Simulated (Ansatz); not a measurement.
Correlation energies of CH5AlNP by basis set

Cartesian coordinates in Å:
```
C -1.508 0.668 -0.005
N -0.395 0.102 0.187
P -0.147 -1.670 0.381
Al 1.423 -0.080 -0.476
H -1.540 1.711 -0.318
H -2.452 0.136 0.139
H 0.621 -1.467 1.565
H 2.534 0.373 0.557
H 1.464 0.228 -2.031
```

The species carries charge 0 and has multiplicity 1. The bonds changed during the relaxation, so this is another structure than the one it started from. Geometry: relaxed with PBE0-D4/def2-TZVP. It is one conformer, not always the lowest. Frozen core, restricted reference, Ansatz. CBS rows extrapolate triple and quadruple zeta; past MP2 they add the triple-zeta difference.

```tsv
basis	HF (Eh)	MP2 corr.
def2-SVP	-677.60340	-0.48160
def2-TZVPP	-677.91599	-0.59985
def2-QZVPP	-677.93731	-0.64219
```

Q: Estimate the CCSD correlation energy and the (T) correction in each basis where they were run (hartree).

A: 
| basis | CCSD corr. | (T) |
| --- | --- | --- |
| def2-SVP | -0.53029 | -0.01921 |
| def2-TZVPP | -0.64263 | -0.03012 |
| CBS(def2) | -0.71633 | as TZ |
